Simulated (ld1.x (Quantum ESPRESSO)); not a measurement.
LDA (PZ) PAW dataset for chromium (Cr), fully relativistic all-electron reference.

ld1.x (Quantum ESPRESSO) 7.5 was run on this input:

```
&input
   title='Cr', zed=24., rel=2, dft='PZ', iswitch=3,
   config='[Ar] 3d5 4s0.5 4p0 4f-2', rel_dist='average',
   nld=7, rlderiv=2.30, eminld=-8.0, emaxld=5.0, deld=0.04
 /
 &inputp
   pseudotype=3, lpaw=.true., tm=.true., lloc=-1, rcloc=1.30,
   nlcc=.true., new_core_ps=.true., rcore=1.80,
   which_augfun='PSQ', rmatch_augfun_nc=.true.,
   file_pseudopw='Cr.UPF', file_wfcaegen='ae.wfc', file_wfcncgen='nc.wfc', file_beta='beta', file_chi='chi', file_wfcusgen='us.wfc'
 /
8
3S  1  0   2.00   0.00  1.45  1.75  0.0
4S  2  0   0.50   0.00  1.45  1.75  0.0
3P  2  1   6.00   0.00  1.50  2.00  0.0
4P  3  1   0.00   0.00  1.50  2.00  0.0
3D  3  2   5.00   0.00  1.65  2.10  0.0
3D  3  2   0.00   2.35  1.65  2.10  0.0
4F  4  3  -2.00   0.40  1.70  1.90  0.0
4F  4  3  -2.00   2.70  1.70  1.90  0.0
 &test
   configts(1)='3s2 3p6 3d5 4s0.5 4p0'
 /
```

Command:

```bash
ld1.x < Cr.in > Cr.out
```

Output (shortened: banner, matrices, multipoles, cross overlaps and the repeated all-electron block are left out):

```
Program LD1 v.7.5
     --------------------------- All-electron run ----------------------------

     Cr
     dirac relativistic calculation

     atomic number is 24.00
     dft =PZ   lsd =0 sic =0 latt =0  beta=0.20 tr2=1.0E-14
     Exchange-correlation= PZ
                           (   1   1   0   0   0   0   0)
     mesh =1183 r(mesh) =  99.18097 a.u. xmin = -7.00 dx = 0.01250
     1 Ry =  13.60569312 eV, c = 137.03599908

     n l j   nl                  e(Ry)          e(Ha)          e(eV)
     Spin orbit split results
     1 0 0.5 1S 1( 2.00)      -431.3621      -215.6811     -5868.9807
     2 0 0.5 2S 1( 2.00)       -49.1382       -24.5691      -668.5599
     2 1 0.5 2P 1( 2.00)       -41.8334       -20.9167      -569.1725
     2 1 1.5 2P 1( 4.00)       -41.1993       -20.5997      -560.5456
     3 0 0.5 3S 1( 2.00)        -5.6517        -2.8259       -76.8953
     3 1 0.5 3P 1( 2.00)        -3.6302        -1.8151       -49.3918
     3 1 1.5 3P 1( 4.00)        -3.5550        -1.7775       -48.3677
     3 2 1.5 3D 1( 2.00)        -0.4796        -0.2398        -6.5251
     3 2 2.5 3D 1( 3.00)        -0.4738        -0.2369        -6.4459
     4 0 0.5 4S 1( 0.50)        -0.5228        -0.2614        -7.1136
     4 1 0.5 4P 1( 0.00)        -0.2593        -0.1296        -3.5278
     4 1 1.5 4P 1( 0.00)        -0.2562        -0.1281        -3.4854
     Averaged results
     1 0     1S 1( 2.00)      -431.3621      -215.6811     -5868.9807
     2 0     2S 1( 2.00)       -49.1382       -24.5691      -668.5599
     2 1     2P 1( 6.00)       -41.4107       -20.7053      -563.4212
     3 0     3S 1( 2.00)        -5.6517        -2.8259       -76.8953
     3 1     3P 1( 6.00)        -3.5801        -1.7900       -48.7091
     3 2     3D 1( 5.00)        -0.4761        -0.2380        -6.4776
     4 0     4S 1( 0.50)        -0.5228        -0.2614        -7.1136
     4 1     4P 1( 0.00)        -0.2572        -0.1286        -3.4996

     final scf error:  2.0E-15 reached in  28 iterations

     Etot =   -2096.778563 Ry,   -1048.389281 Ha,  -28528.125670 eV

     Ekin =    2120.326459 Ry,    1060.163230 Ha,   28848.511124 eV
     Encl =   -5006.109761 Ry,   -2503.054881 Ha,  -68111.593152 eV
     Eh   =     881.960749 Ry,     440.980375 Ha,   11999.687302 eV
     Exc  =     -92.956010 Ry,     -46.478005 Ha,   -1264.730943 eV

     normalization and overlap integrals

     s(1S/1S) =  1.000000  <r> =   0.0637  <r2> =    0.0055  r(max) =   0.0417
     s(2S/2S) =  1.000000  <r> =   0.2937  <r2> =    0.1020  r(max) =   0.2428
     s(2P/2P) =  1.000000  <r> =   0.2582  <r2> =    0.0822  r(max) =   0.1963
     s(2P/2P) =  1.000000  <r> =   0.2611  <r2> =    0.0839  r(max) =   0.1988
     s(3S/3S) =  1.000000  <r> =   0.9042  <r2> =    0.9461  r(max) =   0.7764
     s(3P/3P) =  1.000000  <r> =   0.9619  <r2> =    1.0958  r(max) =   0.7961
     s(3P/3P) =  1.000000  <r> =   0.9713  <r2> =    1.1173  r(max) =   0.7961
     s(3D/3D) =  1.000000  <r> =   1.4549  <r2> =    2.9488  r(max) =   0.8369
     s(3D/3D) =  1.000000  <r> =   1.4639  <r2> =    2.9878  r(max) =   0.8369
     s(4S/4S) =  1.000000  <r> =   3.1931  <r2> =   11.7450  r(max) =   2.6431
     s(4P/4P) =  1.000000  <r> =   4.2391  <r2> =   20.9342  r(max) =   3.4365
     s(4P/4P) =  1.000000  <r> =   4.2730  <r2> =   21.2628  r(max) =   3.4797

     ------------------------ End of All-electron run ------------------------

     --------------------- Generating PAW atomic setup --------------------

      Generating local potential from pseudized AE potential:
      Matching radius rcloc =   1.3000

      Local pseudo, rcloc= 1.313 Estimated cut-off energy=    14.23 Ry

      Computing core charge for nlcc:

       r > 1.82 : true rho core
      Core charge pseudized with two Bessel functions
      Integrated core pseudo-charge :   0.00

     Fully relativistic calculation: |psi|^2

     Wfc 3S LC norm =  0.99971986 SC norm =  0.00028010 missing  0.00000004
     Speed at rcutus      0.530 a.u.,  v/c =  0.003867,  (v/c)^2 = -0.00001496

     Wfc 4S LC norm =  0.99997323 SC norm =  0.00002394 missing  0.00000284
     Speed at rcutus      0.569 a.u.,  v/c =  0.004152,  (v/c)^2 =  0.00001724

     Wfc 3P LC norm =  0.99975636 SC norm =  0.00024358 missing  0.00000006
     Speed at rcutus      0.349 a.u.,  v/c =  0.002545,  (v/c)^2 = -0.00000647

     Wfc 3P LC norm =  0.99976015 SC norm =  0.00023967 missing  0.00000018
     Speed at rcutus      0.351 a.u.,  v/c =  0.002564,  (v/c)^2 = -0.00000657

     Wfc 4P LC norm =  0.99998485 SC norm =  0.00001435 missing  0.00000079
     Speed at rcutus      0.390 a.u.,  v/c =  0.002848,  (v/c)^2 =  0.00000811

     Wfc 4P LC norm =  0.99998506 SC norm =  0.00001091 missing  0.00000404
     Speed at rcutus      0.382 a.u.,  v/c =  0.002788,  (v/c)^2 =  0.00000777

     Wfc 3D LC norm =  0.99987204 SC norm =  0.00012794 missing  0.00000002
     Speed at rcutus      0.472 a.u.,  v/c =  0.003447,  (v/c)^2 =  0.00001189

     Wfc 3D LC norm =  0.99987310 SC norm =  0.00012391 missing  0.00000299
     Speed at rcutus      0.475 a.u.,  v/c =  0.003469,  (v/c)^2 =  0.00001204
      Wfc-us  3S rcutus= 1.772  Estimated cut-off energy=    17.88 Ry
      Wfc-us  4S rcutus= 1.772  Estimated cut-off energy=    37.01 Ry
      Wfc-us  3P rcutus= 2.008  Estimated cut-off energy=    21.62 Ry
      Wfc-us  3P rcutus= 2.008  Estimated cut-off energy=    21.58 Ry
      Wfc-us  4P rcutus= 2.008  Estimated cut-off energy=    41.13 Ry
      Wfc-us  4P rcutus= 2.008  Estimated cut-off energy=    41.08 Ry
      Wfc-us  3D rcutus= 2.111  Estimated cut-off energy=    26.03 Ry
      Wfc-us  3D rcutus= 2.111  Estimated cut-off energy=    26.02 Ry
      Wfc-us  3D rcutus= 2.111  Estimated cut-off energy=    23.88 Ry
      Wfc-us  3D rcutus= 2.111  Estimated cut-off energy=    23.87 Ry
      Wfc-us  4F rcutus= 1.910  Estimated cut-off energy=    38.39 Ry
      Wfc-us  4F rcutus= 1.910  Estimated cut-off energy=    38.39 Ry
      Wfc-us  4F rcutus= 1.910  Estimated cut-off energy=    40.53 Ry
      Wfc-us  4F rcutus= 1.910  Estimated cut-off energy=    40.53 Ry

     Required augmentation: PSQ   radius:    2.100000

     Q pseudized with Bessel functions
     Expected ecutrho=     196.7043 due to l1=  3   l2=  3

     Estimated PAW energy = -243.183334 Ryd

     ------------------- End of pseudopotential generation -------------------

     Computing logarithmic derivative in   2.28923
     Computing logarithmic derivative in   2.28923
     Computing the partial wave expansion
     R is outside the sphere for l=    0 j= 0.50
     R is outside the sphere for l=    0 j= 0.50
     R is outside the sphere for l=    1 j= 0.50
     R is outside the sphere for l=    1 j= 0.50
     R is outside the sphere for l=    1 j= 1.50
     R is outside the sphere for l=    1 j= 1.50
     R is outside the sphere for l=    2 j= 1.50
     R is outside the sphere for l=    2 j= 1.50
     R is outside the sphere for l=    2 j= 2.50
     R is outside the sphere for l=    2 j= 2.50
     R is outside the sphere for l=    3 j= 2.50
     R is outside the sphere for l=    3 j= 2.50
     R is outside the sphere for l=    3 j= 3.50
     R is outside the sphere for l=    3 j= 3.50

     ---------------------- Testing the pseudopotential ----------------------

     Cr
     dirac relativistic calculation

     atomic number is 24.00   valence charge is 14.00
     dft = SLA  PZ   NOGX NOGC   lsd =0 sic =0 latt =0  beta=0.20 tr2=1.0E-14
     mesh =1183 r(mesh) =  99.18097 xmin = -7.00 dx = 0.01250

     n l  j  nl             e AE (Ry)       e PS (Ry)    De AE-PS (Ry)
     1 0 0.5 3S   1( 2.00)       -5.65170       -5.65170       -0.00000
     2 1 0.5 3P   1( 2.00)       -3.63023       -3.63023        0.00000
     2 1 1.5 3P   1( 4.00)       -3.55496       -3.55496        0.00000
     3 2 1.5 3D   1( 2.00)       -0.47959       -0.47959        0.00000
     3 2 2.5 3D   1( 3.00)       -0.47376       -0.47376        0.00000
     2 0 0.5 4S   1( 0.50)       -0.52284       -0.52284        0.00000
     3 1 0.5 4P   1( 0.00)       -0.25929       -0.25928       -0.00000
     3 1 1.5 4P   1( 0.00)       -0.25618       -0.25618        0.00000

     eps = 1.4E-16  iter =  4

     Etot =   -2096.778563 Ry,   -1048.389281 Ha,  -28528.125670 eV
     Etotps =  -243.183330 Ry,    -121.591665 Ha,   -3308.677755 eV

     Ekin =     200.835646 Ry,     100.417823 Ha,    2732.508170 eV
     Encl =    -494.933911 Ry,    -247.466956 Ha,   -6733.918914 eV
     Ehrt =     143.870959 Ry,      71.935480 Ha,    1957.464122 eV
     Ecxc =     -92.956024 Ry,     -46.478012 Ha,   -1264.731134 eV
     (Ecc =      -0.000002 Ry,      -0.000001 Ha,      -0.000027 eV)

     ---------------------- End of pseudopotential test ----------------------
```

Generation and configuration tests took about 2.9 s on one core of a shared server CPU.

Transferability test of the new file with ld1.x, input:

```
&input
   title='Cr', zed=24., rel=2, dft='PZ', iswitch=2,
   config='[Ar] 3d5 4s0.5 4p0 4f-2', rel_dist='average'
 /
 &test
   file_pseudo='Cr.UPF', nconf=8,
   configts(1)='3s2 3p6 3d5 4s0.5 4p0',
   configts(2)='3s2 3p6 3d5 4s1 4p0',
   configts(3)='3s2 3p6 3d5 4s0 4p0',
   configts(4)='3s2 3p6 3d4 4s0 4p0',
   configts(5)='3s2 3p6 3d5.5 4s0.5 4p0',
   configts(6)='3s2 3p6 3d6 4s0 4p0',
   configts(7)='3s2 3p6 3d4 4s1 4p1',
   configts(8)='3s2 3p6 3d4 4s2 4p0'
 /
```

```bash
ld1.x < Cr.test.in > Cr.test.out
```

Pseudopotential blocks of its output, shortened (energy terms left out):

```
     ---------------------- Testing the pseudopotential ----------------------

     n l  j  nl             e AE (Ry)       e PS (Ry)    De AE-PS (Ry)
     1 0 0.5 3S   1( 2.00)       -5.65170       -5.65170       -0.00000
     2 1 0.5 3P   1( 2.00)       -3.63023       -3.63023        0.00000
     2 1 1.5 3P   1( 4.00)       -3.55496       -3.55496        0.00000
     3 2 1.5 3D   1( 2.00)       -0.47959       -0.47959        0.00000
     3 2 2.5 3D   1( 3.00)       -0.47376       -0.47376        0.00000
     2 0 0.5 4S   1( 0.50)       -0.52284       -0.52284        0.00000
     3 1 0.5 4P   1( 0.00)       -0.25929       -0.25928       -0.00000
     3 1 1.5 4P   1( 0.00)       -0.25618       -0.25618        0.00000

     eps = 1.4E-16  iter =  4

     Etot =   -2096.778563 Ry,   -1048.389281 Ha,  -28528.125670 eV
     Etotps =  -243.183330 Ry,    -121.591665 Ha,   -3308.677755 eV

     ---------------------- End of pseudopotential test ----------------------

          ---------------------- Testing the pseudopotential ----------------------

     n l  j  nl             e AE (Ry)       e PS (Ry)    De AE-PS (Ry)
     1 0 0.5 3S   1( 2.00)       -5.40546       -5.40663        0.00117
     2 1 0.5 3P   1( 2.00)       -3.38281       -3.38387        0.00106
     2 1 1.5 3P   1( 4.00)       -3.30736       -3.30838        0.00102
     3 2 1.5 3D   1( 2.00)       -0.23360       -0.23406        0.00046
     3 2 2.5 3D   1( 3.00)       -0.22787       -0.22831        0.00044
     2 0 0.5 4S   1( 1.00)       -0.30856       -0.30824       -0.00031
     3 1 0.5 4P   1( 0.00)       -0.08093       -0.08172        0.00079
     3 1 1.5 4P   1( 0.00)       -0.07887       -0.07946        0.00059

     eps = 9.7E-15  iter = 10

     Etot =   -2096.985709 Ry,   -1048.492855 Ha,  -28530.944041 eV
     Etotps =  -243.390391 Ry,    -121.695196 Ha,   -3311.494975 eV
     dEtot_ae =      -0.207146 Ry
     dEtot_ps =      -0.207062 Ry,   Delta E=      -0.000085 Ry

     ---------------------- End of pseudopotential test ----------------------

          ---------------------- Testing the pseudopotential ----------------------

     n l  j  nl             e AE (Ry)       e PS (Ry)    De AE-PS (Ry)
     1 0 0.5 3S   1( 2.00)       -5.92544       -5.92392       -0.00152
     2 1 0.5 3P   1( 2.00)       -3.90511       -3.90370       -0.00142
     2 1 1.5 3P   1( 4.00)       -3.83003       -3.82866       -0.00137
     3 2 1.5 3D   1( 2.00)       -0.75052       -0.74982       -0.00070
     3 2 2.5 3D   1( 3.00)       -0.74458       -0.74389       -0.00069
     2 0 0.5 4S   1( 0.00)       -0.74873       -0.74913        0.00041
     3 1 0.5 4P   1( 0.00)       -0.45127       -0.45307        0.00179
     3 1 1.5 4P   1( 0.00)       -0.44709       -0.44859        0.00150

     eps = 2.4E-16  iter =  9

     Etot =   -2096.460890 Ry,   -1048.230445 Ha,  -28523.803508 eV
     Etotps =  -242.865559 Ry,    -121.432779 Ha,   -3304.354263 eV
     dEtot_ae =       0.317673 Ry
     dEtot_ps =       0.317771 Ry,   Delta E=      -0.000098 Ry

     ---------------------- End of pseudopotential test ----------------------

          ---------------------- Testing the pseudopotential ----------------------

     n l  j  nl             e AE (Ry)       e PS (Ry)    De AE-PS (Ry)
     1 0 0.5 3S   1( 2.00)       -6.96540       -6.97999        0.01459  !
     2 1 0.5 3P   1( 2.00)       -4.93362       -4.94697        0.01335  !
     2 1 1.5 3P   1( 4.00)       -4.85698       -4.87007        0.01308  !
     3 2 1.5 3D   1( 1.60)       -1.70509       -1.71560        0.01051  !
     3 2 2.5 3D   1( 2.40)       -1.69806       -1.70849        0.01043  !
     2 0 0.5 4S   1( 0.00)       -1.37909       -1.37834       -0.00075
     3 1 0.5 4P   1( 0.00)       -0.99352       -1.08932        0.09580  !
     3 1 1.5 4P   1( 0.00)       -0.98616       -1.06983        0.08366  !

     eps = 9.2E-16  iter =  9

     Etot =   -2095.259701 Ry,   -1047.629850 Ha,  -28507.460503 eV
     Etotps =  -241.661476 Ry,    -120.830738 Ha,   -3287.971877 eV
     dEtot_ae =       1.518862 Ry
     dEtot_ps =       1.521854 Ry,   Delta E=      -0.002992 Ry

     ---------------------- End of pseudopotential test ----------------------

          ---------------------- Testing the pseudopotential ----------------------

     n l  j  nl             e AE (Ry)       e PS (Ry)    De AE-PS (Ry)
     1 0 0.5 3S   1( 2.00)       -5.30734       -5.30667       -0.00067
     2 1 0.5 3P   1( 2.00)       -3.28779       -3.28716       -0.00063
     2 1 1.5 3P   1( 4.00)       -3.21276       -3.21216       -0.00060
     3 2 1.5 3D   1( 2.20)       -0.16083       -0.16072       -0.00011
     3 2 2.5 3D   1( 3.30)       -0.15550       -0.15540       -0.00010
     2 0 0.5 4S   1( 0.50)       -0.28708       -0.28749        0.00041
     3 1 0.5 4P   1( 0.00)       -0.07198       -0.07853        0.00655  !
     3 1 1.5 4P   1( 0.00)       -0.07018       -0.07448        0.00430

     eps = 5.6E-15  iter = 14

     Etot =   -2096.932990 Ry,   -1048.466495 Ha,  -28530.226755 eV
     Etotps =  -243.337685 Ry,    -121.668843 Ha,   -3310.777869 eV
     dEtot_ae =      -0.154427 Ry
     dEtot_ps =      -0.154356 Ry,   Delta E=      -0.000071 Ry

     ---------------------- End of pseudopotential test ----------------------

          ---------------------- Testing the pseudopotential ----------------------

     n l  j  nl             e AE (Ry)       e PS (Ry)    De AE-PS (Ry)
     1 0 0.5 3S   1( 2.00)       -5.23985       -5.23862       -0.00122
     2 1 0.5 3P   1( 2.00)       -3.22263       -3.22148       -0.00116
     2 1 1.5 3P   1( 4.00)       -3.14791       -3.14683       -0.00109
     3 2 1.5 3D   1( 2.40)       -0.11407       -0.11428        0.00021
     3 2 2.5 3D   1( 3.60)       -0.10910       -0.10933        0.00024
     2 0 0.5 4S   1( 0.00)       -0.27524       -0.27644        0.00120
     3 1 0.5 4P   1( 0.00)       -0.06991       -0.09088        0.02097  !
     3 1 1.5 4P   1( 0.00)       -0.06832       -0.08071        0.01239  !

     eps = 8.2E-15  iter = 11

     Etot =   -2096.858989 Ry,   -1048.429495 Ha,  -28529.219927 eV
     Etotps =  -243.263292 Ry,    -121.631646 Ha,   -3309.765699 eV
     dEtot_ae =      -0.080426 Ry
     dEtot_ps =      -0.079962 Ry,   Delta E=      -0.000464 Ry

     ---------------------- End of pseudopotential test ----------------------

          ---------------------- Testing the pseudopotential ----------------------

     n l  j  nl             e AE (Ry)       e PS (Ry)    De AE-PS (Ry)
     1 0 0.5 3S   1( 2.00)       -5.80780       -5.76894       -0.03887  !
     2 1 0.5 3P   1( 2.00)       -3.77588       -3.73803       -0.03785  !
     2 1 1.5 3P   1( 4.00)       -3.69915       -3.66127       -0.03789  !
     3 2 1.5 3D   1( 1.60)       -0.56724       -0.53471       -0.03253  !
     3 2 2.5 3D   1( 2.40)       -0.56053       -0.52801       -0.03252  !
     2 0 0.5 4S   1( 1.00)       -0.44102       -0.42459       -0.01643  !
     3 1 0.5 4P   1( 0.33)       -0.16576       -0.16807        0.00231
     3 1 1.5 4P   1( 0.67)       -0.16253       -0.16293        0.00040

     eps = 2.3E-16  iter = 19

     Etot =   -2096.720251 Ry,   -1048.360126 Ha,  -28527.332303 eV
     Etotps =  -243.132249 Ry,    -121.566125 Ha,   -3307.982770 eV
     dEtot_ae =       0.058311 Ry
     dEtot_ps =       0.051081 Ry,   Delta E=       0.007231 Ry

     ---------------------- End of pseudopotential test ----------------------

          ---------------------- Testing the pseudopotential ----------------------

     n l  j  nl             e AE (Ry)       e PS (Ry)    De AE-PS (Ry)
     1 0 0.5 3S   1( 2.00)       -5.69660       -5.71145        0.01485  !
     2 1 0.5 3P   1( 2.00)       -3.66467       -3.67783        0.01316  !
     2 1 1.5 3P   1( 4.00)       -3.58790       -3.60073        0.01284  !
     3 2 1.5 3D   1( 1.60)       -0.46126       -0.47073        0.00946  !
     3 2 2.5 3D   1( 2.40)       -0.45464       -0.46400        0.00936  !
     2 0 0.5 4S   1( 2.00)       -0.37329       -0.37235       -0.00094
     3 1 0.5 4P   1( 0.00)       -0.11266       -0.11946        0.00681  !
     3 1 1.5 4P   1( 0.00)       -0.10983       -0.11532        0.00549  !

     eps = 2.0E-15  iter =  9

     Etot =   -2096.989947 Ry,   -1048.494974 Ha,  -28531.001705 eV
     Etotps =  -243.390182 Ry,    -121.695091 Ha,   -3311.492124 eV
     dEtot_ae =      -0.211385 Ry
     dEtot_ps =      -0.206852 Ry,   Delta E=      -0.004532 Ry

     ---------------------- End of pseudopotential test ----------------------
```
